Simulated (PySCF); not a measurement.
**Heteronuclear NMR**

Geometry:
| atom | x (Å) | y (Å) | z (Å) |
| --- | --- | --- | --- |
| C1 | 2.688 | -0.619 | 0.603 |
| C2 | 1.243 | -0.840 | 0.250 |
| O3 | 0.812 | -1.972 | 0.105 |
| C4 | 0.344 | 0.312 | 0.083 |
| C5 | 0.806 | 1.615 | 0.234 |
| P6 | -0.148 | 3.048 | 0.078 |
| C7 | -1.686 | 2.329 | -0.294 |
| C8 | -1.930 | 0.978 | -0.406 |
| C9 | -0.980 | -0.021 | -0.231 |
| Si10 | -1.469 | -1.845 | -0.411 |
| H11 | 2.768 | -0.067 | 1.537 |
| H12 | 3.183 | -0.049 | -0.181 |
| H13 | 3.181 | -1.582 | 0.711 |
| H14 | 1.849 | 1.775 | 0.472 |
| H15 | -2.511 | 3.015 | -0.449 |
| H16 | -2.938 | 0.664 | -0.645 |
| H17 | -2.913 | -1.729 | -0.734 |
| H18 | -0.876 | -2.456 | -1.597 |
| H19 | -1.435 | -2.545 | 0.869 |

Level of theory: shieldings: GIAO PBE0/pcSseg-1, GFN2-xTB geometry, in PySCF (non-relativistic Hamiltonian, equivalent nuclei averaged, single conformer, gas phase).

Q: Where does $^{31}$P resonate?

A: 
```tsv
atoms	environment	σ (ppm)	δ (ppm)
P6	phosphorus bonded to 2 C, in a 6-membered ring	81.8	202.3
```

Shieldings were converted by a linear fit to measured shifts: $^{31}$P (scatter 18.1 ppm rms vs H3PO4, solution or neat liquid). Occasional misses reach two or three times the rms, and more in compound classes unlike the fitted ones.

On a 500 MHz spectrometer $^{31}$P resonates near 202.4 MHz, so 1 ppm is 202.4 Hz.

Q: Where does $^{29}$Si resonate?

A: 
```json
{"atoms": "Si10", "environment": "silicon bonded to C, 3 H", "σ (ppm)": "422.6", "δ (ppm)": "-67.4"}
```

Shieldings were converted by a linear fit to measured shifts: $^{29}$Si (scatter 8.9 ppm rms, 25.8 ppm with the 6 outliers that the fit left out vs TMS, solution or neat liquid). A few per cent of atoms miss by over 2 rms, more outside the fitted compound classes.

On a 400 MHz spectrometer $^{29}$Si resonates near 79.5 MHz, so 1 ppm is 79.5 Hz.

Q: Where does $^{17}$O resonate?

A: 
```csv
atoms,environment,σ (ppm),δ (ppm)
O3,ketone oxygen,-271.3,513.8
```

Shieldings were converted by a linear fit to measured shifts: $^{17}$O: δ = 266.70 − 0.911σ (rms 10.7 ppm, 155 shifts, 12.2 ppm with the 3 outliers that the fit left out vs liquid water, solution or neat liquid). A few per cent of atoms miss by over 2 rms, more outside the fitted compound classes.

On a 400 MHz spectrometer $^{17}$O resonates near 54.2 MHz, so 1 ppm is 54.2 Hz.
